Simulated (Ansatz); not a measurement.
Coupled-cluster run, BFH$_{2}$OSiZn (`F[B]1O[SiH2][Zn]1`).

```yaml
crystal:
  periodic: [false, false, false]
  atoms:
    - {symbol: F, position_ang: [0.243722, -2.271397, 1.514020]}
    - {symbol: B, position_ang: [0.473525, -1.245527, 0.724014]}
    - {symbol: O, position_ang: [-0.497768, -0.357913, 0.406716]}
    - {symbol: Si, position_ang: [-0.234355, 1.001491, -0.628121]}
    - {symbol: Zn, position_ang: [1.875298, -0.173651, -0.464570]}
    - {symbol: H, position_ang: [-0.632110, 2.190690, 0.176153]}
    - {symbol: H, position_ang: [-1.228311, 0.856297, -1.728223]}
basis:
  gaussian: {orbitals: def2-TZVPP}
correlation: {method: ccsd_t, frozen_orbitals: {B: 1, F: 1, H: 0, O: 1, Si: 5, Zn: 9}}
output: {orbitals: {seedname: orbitals}}
```

```sh
$ ansatz run in.yaml --threads 4 --pin off --events-out ev --progress --plain --max-ram 10444MiB
```

Log, shortened:

```
Functional definition: HF
1462 factors; integrals over basis functions are off by at most 8.5e-4 eV
mean field evaluation 1: about -61684.7160 eV, gradient 4.5e1 eV
mean field evaluation 2: about -61685.0688 eV, gradient 4.6e1 eV
mean field evaluation 4: about -61689.5348 eV, gradient 5.5e0 eV
mean field evaluation 8: about -61689.6644 eV, gradient 9.5e-1 eV
mean field evaluation 16: about -61689.6677 eV, gradient 2.3e-6 eV
mean field -61689.66774397 eV, -2267.0534748322 hartree, gradient 2.4e-6 eV, S^2 0.000000; 0 other end points of the search recorded, 0 dependent functions left out
17 core orbitals not correlated: weight in the atoms' cores, before any rotation towards them, 1.000 or more for the frozen orbitals, at most 0.000 for the correlated occupied ones
reference -61689.66774397 eV, -2267.0534748322 hartree; 17, 17 occupied and 193, 193 virtual orbitals, 1462 factors
second order -32.51859062 eV of doubles, -0.00000000 eV of singles
cycle   1  -30.66992685 eV  change     1.8e0 eV  update   1.6e-1
cycle   2  -31.61966274 eV  change   -9.5e-1 eV  update   6.0e-2
cycle   3  -31.84062366 eV  change   -2.2e-1 eV  update   3.1e-2
cycle   4  -31.79561777 eV  change    4.5e-2 eV  update   1.1e-2
cycle   5  -31.77929623 eV  change    1.6e-2 eV  update   5.6e-3
cycle   6  -31.78540836 eV  change   -6.1e-3 eV  update   2.0e-3
cycle   7  -31.78690299 eV  change   -1.5e-3 eV  update   8.8e-4
cycle   8  -31.78576985 eV  change    1.1e-3 eV  update   3.6e-4
cycle   9  -31.78592501 eV  change   -1.6e-4 eV  update   1.7e-4
cycle  10  -31.78618417 eV  change   -2.6e-4 eV  update   8.9e-5
cycle  11  -31.78596219 eV  change    2.2e-4 eV  update   4.6e-5
cycle  12  -31.78601613 eV  change   -5.4e-5 eV  update   2.3e-5
cycle  13  -31.78602477 eV  change   -8.6e-6 eV  update   9.1e-6
perturbative correction -1.19041425 eV, -0.0437469167 hartree
Total energy: -61722.64418298 eV, -2268.2653366138 hartree
```

It took 2.3 min on 4 threads of an Arm Neoverse V2 on a shared host, with 3.8 GiB of host memory at the peak.

MP2 recovers 98.6 % of the CCSD(T) correlation energy and the triples give 3.6 %; T1 = 0.0193.
